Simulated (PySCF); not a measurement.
**Peak assignment**

Geometry (Å), atoms numbered from 1 in this order:
```xyz
18

C    -1.710    1.126   -0.277
N    -2.161   -0.232   -0.478
Si   -1.137   -1.586   -0.739
O     0.051   -1.570    0.365
Si    1.285   -0.908    1.159
O     1.952    0.287    0.291
Si    2.172    1.156   -1.054
H    -2.447    1.680    0.310
H    -0.772    1.105    0.274
H    -1.543    1.661   -1.219
H    -3.077   -0.261   -0.899
H    -1.940   -2.764   -0.433
H    -0.469   -1.650   -2.046
H     2.280   -1.958    1.307
H     0.786   -0.275    2.372
H     3.612    1.119   -1.305
H     1.419    0.575   -2.165
H     1.690    2.502   -0.740
```

Theoretical values (PySCF 2.14): GFN2-xTB geometry, shielding tensors at PBE0/pcSseg-1 (GIAO). Relativity neglected, a single conformation, one averaged value for each set of equivalent atoms, gas phase.

δ = σ(ref) − σ, references computed at the same level: TMS for 1H.

Question: Assign these signals to the numbered atoms. 1H NMR (400 MHz, computed): δ 5.27 (s, 2H), 5.24 (s, 3H), 5.05 (s, 2H), 2.96 (s, 3H), -0.07 (br s, 1H).

Answer: 
| δ (ppm) | atoms | environment | reason |
| --- | --- | --- | --- |
| 5.27 | H12/H13 | hydrogen on a silicon bonded to N, O | – |
| 5.24 | H16/H17/H18 | hydrogen on a silicon bonded to O | – |
| 5.05 | H14/H15 | hydrogen on a silicon bonded to 2 O | – |
| 2.96 | H8/H9/H10 | hydrogen on a methyl carbon bonded to N | its carbon carries N, an electronegative neighbour |
| -0.07 | H11 | hydrogen on a nitrogen bonded to C, Si | exchangeable, gas-phase position |

H12/H13 and H16/H17/H18 lie closer than the usual error of such a calculation, so a measured spectrum could show them in the other order.

The OH or NH signal is concentration- and solvent-dependent in practice; the value given is the gas-phase one. No couplings were computed; multiplicities are counted from neighbouring protons, with m where these are inequivalent, close in shift, in a saturated or five-membered ring or joined by F or P, and br s for small geminal =CH2 splittings.
